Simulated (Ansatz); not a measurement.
Geometry optimisation, Ansatz 0.2.0, RKS LDA/def2-SVP.

Input file:

```yaml
crystal:
  periodic: [false, false, false]
  atoms:
    - { symbol: C, position_ang: [0.9673, -0.4168, -1.639] }
    - { symbol: C, position_ang: [-0.2106, -0.7712, -1.0562] }
    - { symbol: Cl, position_ang: [-1.3808, 0.48566, -0.69912] }
    - { symbol: S, position_ang: [-0.56537, -2.44216, -0.69008] }
    - { symbol: Sn, position_ang: [-1.59764, -2.87689, -2.78455] }
    - { symbol: H, position_ang: [1.0785, 0.6908, -1.8898] }
    - { symbol: H, position_ang: [1.7184, -1.0887, -1.8989] }
    - { symbol: H, position_ang: [-2.91156, -1.77759, -3.06688] }
    - { symbol: H, position_ang: [-2.20925, -4.56091, -2.8963] }
    - { symbol: H, position_ang: [-0.42386, -2.63558, -4.0607] }
basis:
  gaussian: { orbitals: def2-SVP }
hamiltonian:
  xc: lda
relax:
  f_tol: 0.015
  max_steps: 40
```

Command:

```bash
$ ansatz run input.yaml --threads 2 --pin off --max-ram 3072MiB --backend cpu --events-out ev --progress --plain --runs-dir out
```

Task: Where does it end, and by what steps?

Result: The run converged. The force dipped under the threshold on the way, but the program's further checks kept it going. After 16 steps the energy has fallen by 0.370 eV; Cl3 moved furthest, 1.43 Å.

| step | energy less start (eV) | largest force component (eV/Å) | accepted |
| --- | --- | --- | --- |
| 0 | 0.0000 | 2.952 | yes |
| 1 | -0.1726 | 1.181 | yes |
| 2 | -0.1975 | 0.807 | yes |
| 3 | -0.2548 | 0.302 | yes |
| 4 | -0.2832 | 0.110 | yes |
| 5 | -0.2956 | 0.482 | yes |
| 6 | -0.3204 | 0.336 | yes |
| 7 | -0.3437 | 0.117 | yes |
| 8 | -0.3543 | 0.162 | yes |
| 9 | -0.3500 | 0.289 | no |
| 10 | -0.3633 | 0.079 | yes |
| 11 | -0.3674 | 0.076 | yes |
| 12 | -0.3685 | 0.116 | yes |
| 13 | -0.3692 | 0.095 | yes |
| 14 | -0.3697 | 0.027 | yes |
| 15 | -0.3701 | 0.010 | yes |
| 16 | -0.3703 | 0.014 | yes |

```xyz
10
Properties=species:S:1:pos:R:3
C 1.260 -0.226 -1.216
C 0.067 -0.778 -1.482
Cl -1.229 0.209 -2.098
S -0.290 -2.464 -1.165
Sn -1.964 -2.916 -2.879
H 1.419 0.858 -1.335
H 2.087 -0.861 -0.861
H -3.468 -2.227 -2.438
H -2.030 -4.631 -2.816
H -1.387 -2.357 -4.392
```

Whether the end is a true minimum wasn't checked by a vibrational analysis.

The run took 55 s on 2 CPU threads of a shared host.
